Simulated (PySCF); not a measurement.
PySCF input (M06-2X/def2-TZVPD):

```python
from pyscf import gto, scf, dft

mol = gto.M(
    atom='''
    Si    0.42284829   -0.06539214    0.24138975
    Cl    0.32740414    1.60782671   -1.05753397
    Cl   -0.18479628   -1.64131461   -1.04048785
    Cl   -1.30933621    0.21391873    1.43197618
    O     1.73931324   -0.26897926    0.99291494
    ''',
    basis='def2-tzvpd',
    charge=-1,
    spin=0,
    verbose=4,
)

mf = dft.RKS(mol, xc='m062x').density_fit(auxbasis='def2-universal-jkfit')
mf.grids.level = 4
mf.conv_tol = 1e-9
mf.max_cycle = 100
mf.max_memory = 1500
mf.kernel()
if not mf.converged:
    mf = mf.newton()
    mf.kernel(mf.make_rdm1())
mf.analyze()
```

End of the output:

```
Extra cycle  E= -1745.60485333181  delta_E= -7.28e-12  |g|= 1.11e-06  |ddm|= 7.17e-06
converged SCF energy = -1745.60485333181
**** SCF Summaries ****
Total Energy =                       -1745.604853331813501
Nuclear Repulsion Energy =             425.673598527519005
One-electron Energy =                -3274.807554782887564
Two-electron Energy =                 1103.529102923555229
Two-electron Coulomb Energy =         1218.148252849613982
DFT Exchange-Correlation Energy =     -114.619149926058853
HOMO-LUMO gap [eV] =                     7.874315532485912
**** MO energy ****
MO #1   energy= -102.477662157022  occ= 2
MO #2   energy= -102.4776589015    occ= 2
MO #3   energy= -102.477652224711  occ= 2
MO #4   energy= -66.9227718334449  occ= 2
MO #5   energy= -19.3897924361771  occ= 2
MO #6   energy= -9.64193022662793  occ= 2
MO #7   energy= -9.64192650444285  occ= 2
MO #8   energy= -9.64191923273865  occ= 2
MO #9   energy= -7.36228146809116  occ= 2
MO #10  energy= -7.36227746736663  occ= 2
MO #11  energy= -7.3622711235749   occ= 2
MO #12  energy= -7.35968616406185  occ= 2
MO #13  energy= -7.35968299992878  occ= 2
MO #14  energy= -7.35967559243448  occ= 2
MO #15  energy= -7.35959976055275  occ= 2
MO #16  energy= -7.35959662453696  occ= 2
MO #17  energy= -7.35959008149274  occ= 2
MO #18  energy= -5.45083658787187  occ= 2
MO #19  energy= -3.76312064570503  occ= 2
MO #20  energy= -3.76311980316263  occ= 2
MO #21  energy= -3.75954923023076  occ= 2
MO #22  energy= -0.854049126204927 occ= 2
MO #23  energy= -0.776034270212714 occ= 2
MO #24  energy= -0.749432701872535 occ= 2
MO #25  energy= -0.749427272638314 occ= 2
MO #26  energy= -0.409504962074735 occ= 2
MO #27  energy= -0.314838756669432 occ= 2
MO #28  energy= -0.314835259439582 occ= 2
MO #29  energy= -0.279900418595788 occ= 2
MO #30  energy= -0.254489032646871 occ= 2
MO #31  energy= -0.254481041719173 occ= 2
MO #32  energy= -0.230881014613104 occ= 2
MO #33  energy= -0.22838820537943  occ= 2
MO #34  energy= -0.228385037515359 occ= 2
MO #35  energy= -0.217487944091001 occ= 2
MO #36  energy= -0.177078562329276 occ= 2
MO #37  energy= -0.17707683899887  occ= 2
MO #38  energy= 0.112298921820457  occ= 0
MO #39  energy= 0.129008309160293  occ= 0
MO #40  energy= 0.129009120013957  occ= 0
MO #41  energy= 0.149132436589622  occ= 0
MO #42  energy= 0.158905908591722  occ= 0
MO #43  energy= 0.158907184643937  occ= 0
MO #44  energy= 0.174376770630241  occ= 0
MO #45  energy= 0.174377077873858  occ= 0
MO #46  energy= 0.17541884010416   occ= 0
MO #47  energy= 0.199542434419205  occ= 0
MO #48  energy= 0.201347786854213  occ= 0
MO #49  energy= 0.230217585124069  occ= 0
MO #50  energy= 0.247465990100583  occ= 0
MO #51  energy= 0.247468247139567  occ= 0
MO #52  energy= 0.254162712014771  occ= 0
MO #53  energy= 0.2541640565067    occ= 0
MO #54  energy= 0.258432552637108  occ= 0
MO #55  energy= 0.307738751347479  occ= 0
MO #56  energy= 0.313438722916243  occ= 0
MO #57  energy= 0.313445337158042  occ= 0
MO #58  energy= 0.329026265366756  occ= 0
MO #59  energy= 0.332200344665259  occ= 0
MO #60  energy= 0.332206473957795  occ= 0
MO #61  energy= 0.353513637401455  occ= 0
MO #62  energy= 0.353520118973315  occ= 0
MO #63  energy= 0.368808851807942  occ= 0
MO #64  energy= 0.368811864341121  occ= 0
MO #65  energy= 0.376642767272781  occ= 0
MO #66  energy= 0.388602997867118  occ= 0
MO #67  energy= 0.388603671427988  occ= 0
MO #68  energy= 0.404306268445722  occ= 0
MO #69  energy= 0.414841437825887  occ= 0
MO #70  energy= 0.427692194534905  occ= 0
MO #71  energy= 0.427693637327309  occ= 0
MO #72  energy= 0.448223081199079  occ= 0
MO #73  energy= 0.448224579536526  occ= 0
MO #74  energy= 0.455383486169542  occ= 0
MO #75  energy= 0.460033824791264  occ= 0
MO #76  energy= 0.467937092796642  occ= 0
MO #77  energy= 0.467941324314845  occ= 0
MO #78  energy= 0.496432490879191  occ= 0
MO #79  energy= 0.570683716060908  occ= 0
MO #80  energy= 0.575780659874624  occ= 0
MO #81  energy= 0.575781856408595  occ= 0
MO #82  energy= 0.599963832080408  occ= 0
MO #83  energy= 0.603977151677479  occ= 0
MO #84  energy= 0.603986761006597  occ= 0
MO #85  energy= 0.633487877092464  occ= 0
MO #86  energy= 0.633499823054377  occ= 0
MO #87  energy= 0.689741883226054  occ= 0
MO #88  energy= 0.689746606077437  occ= 0
MO #89  energy= 0.745606036020441  occ= 0
MO #90  energy= 0.745608248776068  occ= 0
MO #91  energy= 0.773105383294329  occ= 0
MO #92  energy= 0.775573093934072  occ= 0
MO #93  energy= 0.790241836324824  occ= 0
MO #94  energy= 0.805047607968743  occ= 0
MO #95  energy= 0.805050524951017  occ= 0
MO #96  energy= 0.807764619364757  occ= 0
MO #97  energy= 0.807778135833181  occ= 0
MO #98  energy= 0.810883418097214  occ= 0
MO #99  energy= 0.82463554252493   occ= 0
MO #100 energy= 0.824645178759178  occ= 0
MO #101 energy= 0.825382942194769  occ= 0
MO #102 energy= 0.84219665427287   occ= 0
MO #103 energy= 0.842199624892024  occ= 0
MO #104 energy= 0.846325458958762  occ= 0
MO #105 energy= 0.865585847903435  occ= 0
MO #106 energy= 0.865598933649439  occ= 0
MO #107 energy= 0.887196298852901  occ= 0
[...]
```

It need not be the lowest isomer of its formula. Whether it binds its extra electron was not tested at this geometry.
